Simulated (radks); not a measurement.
Os14+, configuration [Kr] 4d10 4f14 5s2.

Calculated with a radial shooting solver on a logarithmic mesh with Libxc functionals: non-relativistic Kohn-Sham, LB94 model potential, spin-polarised, spherical densities, point nucleus; relativity is left out, which matters for an element this heavy.

Energy parts (eV):
| part | energy |
|---|---|
| kinetic | 442383.83 |
| electron-nucleus | -1035651.68 |
| Hartree | 160071.42 |
(The LB94 potential has no energy functional, so no total or exchange-correlation energy is given.)

Orbitals (lengths in bohr, moments of r in powers of bohr; <r^-3> diverges for s and p1/2):
orbital,occ.,eigenvalue (eV),<1/r>,<r^4>,<r^-3>,<r^2>
1s,2,-67884.77,75.49,7.065e-07,-,0.0005296
2s,2,-11481.76,17.74,0.0001144,-,0.008261
2p,6,-11038.78,17.79,0.00007174,15520,0.006097
3s,2,-2871.398,6.842,0.003932,-,0.05144
3p,6,-2662.575,6.801,0.003491,3344,0.04745
3d,10,-2272.031,6.733,0.002348,593.7,0.03672
4s,2,-807.6617,2.958,0.09072,-,0.2512
4p,6,-719.1314,2.873,0.09859,767.9,0.2588
4d,10,-556.8864,2.693,0.1188,120.0,0.2750
4f,14,-341.3642,2.354,0.1947,25.48,0.3203
5s,2,-328.9239,1.363,1.589,-,1.077

The highest occupied level is 5s at -328.92 eV. The electron density at the nucleus is 3.148e+05 e/bohr^3. Summed over all electrons, <r^2> = 12.25 bohr^2, which gives a Langevin (diamagnetic) susceptibility term of -9.7 x 10^-6 cm^3/mol. The density falls to 0.001 e/bohr^3 at r = 1.96 bohr. For comparison, the ionisation energy in NIST's Atomic Spectra Database is 322 eV (theoretical). In exact Kohn-Sham theory the highest level is minus the ionisation energy, but local and semilocal functionals leave it too shallow, through self-interaction and a potential that decays too fast; potentials with the right tail come closer.
